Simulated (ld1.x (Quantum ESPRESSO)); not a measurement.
W (Z = 74), RRKJ: configuration errors across variants

tungsten, norm-conserving RRKJ (Kleinman–Bylander form), made with ld1.x (Quantum ESPRESSO) 7.5 (PBE, fully relativistic). Core [Kr] 4d10 4f14 5s2, reference 5p6 5d5 6s1 6p0. Waves: 5p (bound): rc 1.60 bohr; 5d (bound): rc 2.60 bohr; 5f channel at 0.4 Ry: rc 2.40 bohr; 6s (bound): rc 2.60 bohr. Local part: the s channel. Core correction: a·sin(br)/r model core inside 1.20 bohr.

Open shells are filled in proportion to 2j + 1 (rel_dist='average').

All-electron excitation energies from the reference (eV): (1) 5p6 5d4 6s2 6p0 -1.533; (2) 5p6 5d4 6s1 6p0 7.355; (3) 5p6 5d4 6s0 6p0 23.037; (4) 5p6 5d5 6s0 6p0 8.162; (5) 5p5 5d4 6s2 6p0 47.988; (6) 5p6 5d3 6s2 6p1 2.439; (7) 5p6 5d4.5 6s1.5 6p0 -0.841.

2 further variants failed, have other tests or too few solved ones, and are left out.

Errors AE − PS in meV (a dash: test not solved or not reliable):

| change | (1) | (2) | (3) | (4) | (5) | (6) | (7) | bound ghosts |
| --- | --- | --- | --- | --- | --- | --- | --- | --- |
| base | -22 | -15 | -40 | -9.5 | -535 | -732 | -5.3 | none |
| wave 5p (bound): rc 1.60 bohr becomes 5p (bound): rc 1.86 bohr | -22 | -15 | -40 | -9.4 | -587 | -726 | -5.2 | none |
| wave 5p (bound): rc 1.60 bohr becomes 5p (bound): rc 2.12 bohr | -22 | -15 | -40 | -9.4 | -613 | -723 | -5.2 | none |

(1) Give the same row for: wave 5p (bound): rc 1.60 bohr becomes 5p (bound): rc 2.28 bohr.

Answers

(1) -22, -15, -40, -9.5, -594, -727, -5.2; bound ghosts: none.
